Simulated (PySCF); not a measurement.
r2SCAN on P+ (phosphorus, charge +1), [Ne] 3s2 3p1 4s1, high-spin 3P determinant (an excited configuration). All numbers are calculated (PySCF 2.14, scalar relativity by spin-free X2C-1e, in dyall-acv3z (19s12p6d4f, 113 functions)).

```
cycle= 1 E= -341.2796180694  delta_E= -0.0105  |g|= 0.0218  |ddm|= 0.378
cycle= 2 E= -341.283036703538  delta_E= -0.00342  |g|= 0.0148  |ddm|= 0.352
cycle= 3 E= -341.28433712398  delta_E= -0.0013  |g|= 0.00827  |ddm|= 0.216
cycle= 4 E= -341.284723996437  delta_E= -0.000387  |g|= 0.00244  |ddm|= 0.157
cycle= 5 E= -341.284744052605  delta_E= -2.01e-05  |g|= 0.00086  |ddm|= 0.0314
cycle= 6 E= -341.284746900026  delta_E= -2.85e-06  |g|= 8.8e-05  |ddm|= 0.0156
cycle= 7 E= -341.284746904954  delta_E= -4.93e-09  |g|= 2.32e-05  |ddm|= 0.000826
cycle= 8 E= -341.284746906473  delta_E= -1.52e-09  |g|= 3.22e-06  |ddm|= 0.000407
cycle= 9 E= -341.284746906489  delta_E= -1.55e-11  |g|= 3.76e-07  |ddm|= 4.98e-05
converged SCF energy = -341.284746906489  <S^2> = 2.0079982  2S+1 = 3.0053274
```

Highest occupied orbital energy: -7.077 eV; ⟨L²⟩ = 4.05; populations by l: s 6.66, p 7.00, d 0.34, f 0.00.

Problem. Can this result be used?

Solution. Not for this state. The run converged. ⟨L²⟩ = 4.05 against 2 for a pure P term, so this real determinant mixes terms. The outer electron is Rydberg-like, and this basis confines it to a smaller radius and binds it less than a complete one would. The s, p, d and f populations moved away from the nominal configuration during the SCF.
